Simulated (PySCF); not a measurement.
C4H2Br2. Atoms are numbered in the order given.

```xyz
8

C      2.7960    -0.1592     0.0000
C      1.5897    -0.2877     0.0000
C      0.1871    -0.4629     0.0000
Br    -0.4183    -2.2619     0.0000
C     -0.7370     0.5134     0.0000
Br    -0.2981     2.3225     0.0000
H      3.8637    -0.0373     0.0000
H     -1.8062     0.2975     0.0000
```
Charge 0, spin multiplicity 1.

The structure is a stationary point at PBE0-D3(BJ)/def2-SVP. The structure was generated by enumeration; whether it is a known compound was not checked.

The numbers are results of ωB97X/def2-TZVP (PySCF), not measurements.

Isolated molecule, no solvent.

```
Item                                                                                                             Value
---------------------------------------------------------------------------------------------  -----------------------
total energy                                                                                       -5301.90584 hartree
point group                                                                                                         Cs
highest occupied level                                                                                        -9.25 eV
lowest empty level                                                                                             0.35 eV
orbital gap                                                                                                    9.60 eV
dipole moment                                                                                                   0.43 D
quadrupole, principal values (traceless, Buckingham form, about the centre of nuclear charge)  -6.36, -4.45, 10.81 D·Å
mean static polarisability                                                                       87.1 bohr³ (12.91 Å³)
polarisability, principal values                                                               50.3, 98.3, 112.7 bohr³
```
